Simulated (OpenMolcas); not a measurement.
## What dynamic correlation does to the levels of Os⁶⁺

- Program: OpenMolcas 26.06
- Basis: ANO-R1 [7s5p4d2f]
- Scalar Hamiltonian: X2C, finite nucleus
- Active space: 2 electrons in 5 orbitals (5d)
- State averaging: 2S+1 = 3 even, 10 roots; 2S+1 = 1 even, 15 roots
- Spin-orbit coupling: RASSI with atomic mean-field integrals over the reference wave functions, term energies averaged over their components

Methods on the same reference wave functions:
A. CASSCF
B. SS-CASPT2, IPEA 0.25 Eh, imaginary shift 0.1 Eh (closed shells correlated: 5s 5p)

Energies in cm⁻¹ above 5d² ³F₂, the measured ground level; measured values from van het Hof, Joshi, Wyart and Sugar, J. Res. Natl. Inst. Stand. Technol. 100, 687 (1995).

```csv
Level,A,B,Measured
5d² ³F₂,0.0,0.0,0.0
5d² ³F₃,10595,10840,10308
5d² ³P₀,18309,16780,15837
5d² ³F₄,19032,19120,
5d² ³P₁,24728,23510,22098
5d² ¹G₄,34391,33650,31274
5d² ³P₂ [56 %],36486,35020,33127
5d² ¹S₀,65073,60640,57710
```

Deviations, from unrounded energies. A percentage is the sum of absolute deviations over the sum of measured energies, with the sign that they share, or ± where signs differ.

```csv
Against measurement,Levels,A,B
mean absolute deviation (cm-1),6,3200,1700
fine structure of the ground term (%),1,+2.8,+5.2
other terms of the ground configuration (%),5,+11.8,+6.0
```

B lies closest to measurement on these levels. The largest miss of B in the table is 5d² ¹S₀, by +2900 cm-1. The ranking rests on the paired levels alone, and a cruder setting can come out closer through cancelling errors.

From A to B the spin-free energies of the other terms of 5d² shown, above ³F, scale by factors of 0.90 to 0.94, as is usual when dynamic correlation screens the repulsion within a d or f shell.

The lowest spin-free term lies below A's lowest term by 0.127 hartree in B.

Term energies are means over components that CASPT2 splits; among the terms shown or strongly mixed into the levels shown the widest spread is 310 cm-1 (5d² ³F, B). The basis is small and was not contracted for so high a charge. Without dynamic correlation excited terms often stand tens of per cent too high (terms of higher spin than the ground term too low), and those without a measured partner can miss by more than the paired ones (holds for A). Computed and measured levels are paired by configuration, term and J; levels that our copy of the source lacks, or whose pairing is in doubt (as where it misses far off the trend of its configuration), stay unpaired and out of the deviations. Only configurations of the active space appear. The table leaves out levels that lie high or whose names do not pair safely across all columns.

A share in square brackets marks a mixed level and gives the weight of the term that names it, the lowest over the columns.
